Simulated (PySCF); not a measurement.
C5H4F2O, SMILES O=C1C=C(F)C[C@H]1F.

The structure is a stationary point at ωB97X-D3(BJ)/def2-SVP. The structure was generated by enumeration; whether it is a known compound was not checked. Other conformers were not sampled.

Vertical ionisation energy (IE) and electron affinity (EA) in eV. Rows of orbital energies are one-electron estimates. Where ΔSCF, EOM or ADC give a negative EA the extra electron is unbound and the value depends on the basis.

```csv
level,IE,EA
"−ε(HOMO), −ε(LUMO), M06-2X/def2-TZVP (PySCF)",[?],[?]
"−ε(HOMO), −ε(LUMO), PBE/def2-TZVP (PySCF)",5.93,2.60
```

Q: Some entries are withheld; supply them. (Estimate from the structure and the level; the computed values follow.)

A: 
- −ε(HOMO), −ε(LUMO), M06-2X/def2-TZVP (PySCF), IE: 9.20
- −ε(HOMO), −ε(LUMO), M06-2X/def2-TZVP (PySCF), EA: 0.70
